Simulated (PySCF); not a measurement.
C5H10Si, SMILES C(=C\C)/[SiH2]C=C.

Coordinates come from a B3LYP-D3(BJ)/def2-SVP optimisation. The structure was generated by enumeration; whether it is a known compound was not checked. The values are those of a single conformer.

Method: TDA-PBE/def2-SVPD (PySCF 2.14.0).

Vertical excitations. The molecule is in vacuum.

Computed lowest excited states:
```tsv
state	energy (eV)	λ (nm)	f	main pairs
S1	5.03	247	0.030	HOMO→LUMO 72 %, HOMO→LUMO+1 22 %
S2	5.53	224	0.028	HOMO−1→LUMO+1 49 %, HOMO−1→LUMO 44 %
S3	6.04	205	0.062	HOMO−2→LUMO 87 %
S4	6.16	201	0.012	HOMO−3→LUMO 59 %, HOMO→LUMO+1 14 %, HOMO−2→LUMO+1 12 %
S5	6.50	191	0.108	HOMO−4→LUMO 82 %
S6	6.57	189	0.054	HOMO→LUMO+2 56 %, HOMO−2→LUMO+1 16 %, HOMO−3→LUMO 11 %
T1	4.17	298	0	HOMO→LUMO 67 %, HOMO→LUMO+1 24 %
T2	4.28	290	0	HOMO−1→LUMO 72 %, HOMO→LUMO+1 14 %
```
Triplets are in the Tamm–Dancoff approximation.
